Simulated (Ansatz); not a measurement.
Gas-phase electronic energies from Ansatz, PBE0-D4/def2-TZVP geometries. CBS: MP2 limit from def2 TZ/QZ plus the TZ coupled-cluster correction, frozen cores. This one scheme is used for every species. Functionals use def2-TZVPP. B3LYP here is the variant with VWN-RPA as its local correlation; programs differ in this. HSE06 is defined as in plane-wave codes. Elements past krypton have def2 core potentials. For Zr outer-core shells are correlated without core-valence functions, which leaves a few kJ/mol of doubt a bond. One conformer a species, not always the lowest.

Consider the ligand exchange at a Zr–Cl bond: `[NH2][Zr]([NH2])([NH2])[Cl]` + NH₃ → `[NH2][Zr]([NH2])([NH2])[NH2]` + HCl.

```tsv
level	ΔE (kcal/mol)	difference from CCSD(T)/CBS
PBE0-D4	30.4	1.0
r2SCANh-D4	31.1	1.7
r2SCAN0-D4	31.3	1.9
HSE06-D4	30.5	1.1
CAM-B3LYP-D4	29.3	-0.1
B2PLYP	30.0	0.6
PBE-QIDH	30.9	1.5
B3LYP	29.9	0.5
r2SCANh	31.1	1.7
r2SCAN0	31.4	2.0
CCSD/def2-SVP	29.4	0.0
HF/def2-TZVPP	32.2	2.8
SCS-MP2/def2-TZVPP	29.4	0.0
CCSD/def2-TZVPP	29.0	-0.4
HF/CBS(def2)	32.1	2.7
CCSD/CBS(def2)	29.4	0.0
CCSD(T)/CBS	29.4	0
```

Largest T1 diagnostic among the species: 0.016.

Leaving LDA and LC-ωPBE aside and taking each functional with its dispersion term where it has one, the values, not all of them listed here, spread over 3.0 kcal/mol, from BLYP-D4 to B97M-V. LDA lies −1.0 kcal/mol from PBE without D4. From PBE to PBE0 (25 % exact exchange), in def2-TZVPP and without D4, ΔE moves by +1.0 kcal/mol.

CCSD(T)/CBS has its own doubt, a few kJ/mol and more with outer-core shells, so smaller differences from it don't rank the levels.
